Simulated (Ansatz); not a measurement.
**AlClF2 (SMILES [F][Al]([F])[Cl]): methods side by side**

AlClF2 has 4 atoms, charge 0, and is taken as a singlet. SMILES: `[F][Al]([F])[Cl]`. Geometry: relaxed at PBE0-D4/def2-TZVP.

```xyz
4

F     0.9972    0.7218    1.1496
Al    0.0693   -0.0508    0.0536
F     0.2735   -1.6538   -0.1647
Cl   -1.3400    0.9828   -1.0386
```

Each level gives the energy change with the Al2–Cl4 bond stretched from 2.061 to 3.091 Å (eV). The values are calculated.

| level | kind | program | value (eV) | less FCI/STO-3G | CPU time (all runs) |
| --- | --- | --- | --- | --- | --- |
| HF/STO-3G (restricted) | Hartree–Fock | Ansatz | 4.41 | +0.61 | 0.29 s |
| SVWN5/STO-3G (restricted) | LDA | Ansatz | 3.37 | -0.43 | 1.6 s |
| revPBE/STO-3G (restricted) | GGA | Ansatz | 3.00 | -0.80 | 2.5 s |
| r2SCAN/STO-3G (restricted) | meta-GGA | Ansatz | 3.34 | -0.46 | 6.3 s |
| wB97M-V/STO-3G (restricted) | range-separated hybrid | Ansatz | 3.80 | 0.00 | 44 s |
| wB97X/STO-3G (restricted) | range-separated hybrid | Ansatz | 3.83 | +0.03 | 12 s |
| B2PLYP/STO-3G (restricted) | double hybrid | Ansatz | 3.61 | -0.19 | 3.6 s |
| RPA@PBE/STO-3G (restricted) | RPA | Ansatz | 3.15 | -0.65 | 4 s |
| BCCD(T)/STO-3G (restricted) | coupled cluster or CI | Ansatz | 3.81 | +0.01 | 0.55 s |
| FCI/STO-3G | exact in the basis | Ansatz | 3.80 | 0.00 | 22 s |

FCI/STO-3G is exact within its basis and frozen core, so for wave-function methods in that basis the difference is their error; functionals converge differently with the basis, so for them it is only a difference. A spin-restricted reference rises too steeply as a bond breaks; here HF/STO-3G lie well above the multireference or unrestricted value. The first shape isn't each level's own minimum. The values span 3.00 to 4.41 eV. All rows use very small basis sets, so none should be taken for the real molecule's value. In so small a basis fixed costs decide the times, and correlated methods can beat functionals. CPU times are rough (shared hosts, several kinds of processor and program).
